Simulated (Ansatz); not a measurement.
Two isomers of C2H9ClSi2: A = `C[SiH](C)[SiH2]Cl`, B = `CC[SiH]([SiH3])Cl`.

Calculated with Ansatz (gas phase, PBE0-D4/def2-TZVP geometries, no zero-point term in ΔE). CCSD(T)/CBS is the MP2 limit (def2-TZVPP, def2-QZVPP) plus CCSD(T) − MP2 in def2-TZVPP, frozen cores. DFT in def2-TZVPP. B3LYP here is the variant with VWN-RPA as its local correlation; programs differ in this. One conformer a species, not always the lowest.

Question: Which is lower in electronic energy at CCSD(T)/CBS, and by how much? (An estimate is asked.)

Answer: The calculation gave: A, by 10.5 kcal/mol.

Question: Give E(B) − E(A) in kcal/mol with ωB97M-V, B2PLYP, PBE0-D4, CCSD(T)/def2-TZVPP, B3LYP, HF/def2-TZVPP, MP2/def2-TZVPP. (An estimate is asked.)

Answer: The calculation gave: ωB97M-V 10.9, B2PLYP 10.5, PBE0-D4 10.6, CCSD(T)/def2-TZVPP 10.1, B3LYP 10.5, HF/def2-TZVPP 9.7, MP2/def2-TZVPP 10.7. None reverses the order clearly.

Largest T1 diagnostic: 0.010.
